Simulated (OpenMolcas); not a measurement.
# Computed transition rates of Ne2+

```yaml
Program: OpenMolcas
Method: "SS-CASPT2, IPEA 0.25 Eh, imaginary shift 0.1 Eh (closed shells correlated: 1s 2s)"
Basis: ANO-R3 [4s4p2d1f]
Scalar_Hamiltonian: X2C, finite nucleus
Active_space: 4 electrons in 3 orbitals (2p)
State_averaging: 2S+1 = 3 even, 3 roots; 2S+1 = 1 even, 6 roots
Spin-orbit_coupling: state interaction with AMFI integrals over the reference wave functions, term energies averaged over their components
```

Rates come from the transition moments of the reference wave functions (E1 and E2 in the length form). At fixed line strength A goes as λ^-3 for E1 and M1 and as λ^-5 for E2, so a rate at the computed wavelength can be rescaled to the measured one. Measured vacuum wavelengths follow from level energies in Moore, Atomic Energy Levels, vol. I, NSRDS-NBS 35 (1971 reprint of NBS Circular 467, 1949). Branching counts decays inside the model space alone, at computed energies, and the table is only a selection of the E2 and M1 lines, drawn from those between levels with measured partners whose computed energy lies within a factor of 1.5 of the measured one.

| Upper | Lower | Type | λ computed (nm) | λ measured (nm) | A computed (s-1) | A rescaled (s-1) | Branching % |
| --- | --- | --- | --- | --- | --- | --- | --- |
| 2s² 2p⁴ ¹S₀ | 2s² 2p⁴ ¹D₂ | E2 | 308.7 | 334.4 | 4.37e+00 | 2.93e+00 | 66.3 |
| 2s² 2p⁴ ¹S₀ | 2s² 2p⁴ ³P₁ | M1 | 172.6 | 181.5 | 2.22e+00 |  | 33.6 |
| 2s² 2p⁴ ¹D₂ | 2s² 2p⁴ ³P₂ | M1 | 382.3 | 387 | 1.86e-01 |  | 76.2 |
| 2s² 2p⁴ ¹D₂ | 2s² 2p⁴ ³P₁ | M1 | 391.3 | 397 | 5.78e-02 |  | 23.7 |
| 2s² 2p⁴ ³P₁ | 2s² 2p⁴ ³P₂ | M1 | 16660 | 15380 | 4.88e-03 | 6.20e-03 | 100.0 |
| 2s² 2p⁴ ³P₀ | 2s² 2p⁴ ³P₁ | M1 | 35130 | 36100 | 1.25e-03 | 1.15e-03 | 100.0 |

Spin-changing lines and M1 lines between different terms are not rescaled, since their strength hangs on the term gaps too.

The largest correction is for 2s² 2p⁴ ¹S₀ → 2s² 2p⁴ ¹D₂ (E2): 4.37e+00 × (308.7 / 334.4)^5 = 2.93e+00 s-1, a factor of 0.67.

The computed rate and branching of 2s² 2p⁴ ³P₁ → 2s² 2p⁴ ³P₂ give the upper level a radiative lifetime of 1.000 / 4.88e-03 s-1 = 2.05e+02 s, counting decays inside the model space alone. The rescaled rate gives about 1.6e+02 s.

No measured rate stands beside these. Rescaling mends the energy factor alone: line strengths can still be far off where a level mixes with configurations outside the active space, and weak or spin-changing lines hang on small mixing coefficients that depend on the term gaps too, so rescaling need not improve them.

CASPT2 breaks the degeneracy within a term, and the mean is taken; among the terms shown or strongly mixed into the levels shown the widest spread is 59 cm-1 (2s² 2p⁴ ¹D). With the s shell closed, the reference lacks s² → p² mixing. Computed and measured levels are paired by configuration, term and J; levels that our copy of the source lacks, or whose pairing is in doubt (as where it misses far off the trend of its configuration), stay unpaired. Levels of configurations outside the active space are missing.
